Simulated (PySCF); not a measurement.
Fractional electron number in Pm (promethium, neutral)

The 6s beta orbital of [Xe] 4f5 6s2 is emptied in steps (occupation f), with all orbitals relaxed, ending at [Xe] 4f5 6s1. Computed with PySCF 2.14 in def2-TZVP with the def2 core potential (28 electrons), with a scalar-relativistic core potential. The exact energy is a straight line in f; departures are measured from the line between the end points of the same method.

| f | UHF (eV) | LDA (eV) | PBE (eV) |
| --- | --- | --- | --- |
| 1 | 0.000 | 0.000 | 0.000 |
| 0.9 | 0.015 | -0.200 | -0.193 |
| 0.7 | 0.032 | -0.468 | -0.454 |
| 0.5 | 0.035 | -0.559 | -0.544 |
| 0.3 | 0.028 | -0.470 | -0.459 |
| 0.1 | 0.011 | -0.202 | -0.193 |
| 0 | 0.000 | 0.000 | 0.000 |

Q: For PBE, how does the orbital energy at f = 1 compare with the removal energy?

A: −ε = 3.410 eV against a total-energy difference of 5.549 eV. By Janak's theorem ε = ∂E/∂f, so the gap between them reflects the curvature. Along the path −ε is 3.824 (f = 0.9), 4.668 (f = 0.7), 5.532 (f = 0.5), 6.423 (f = 0.3), 7.324 (f = 0.1) eV.

```tsv
method	E(f=0) − E(f=1) (eV)	−ε at f=1 (eV)	−ε at f=0.5 (eV)
UHF	4.572	4.740	4.561
LDA	5.763	3.550	5.756
PBE	5.549	3.410	5.532
```

Reference removal energy between the ground levels: 5.582 eV (measured; NIST Atomic Spectra Database, ionization energies). The calculation has no spin-orbit coupling. UHF lacks correlation.
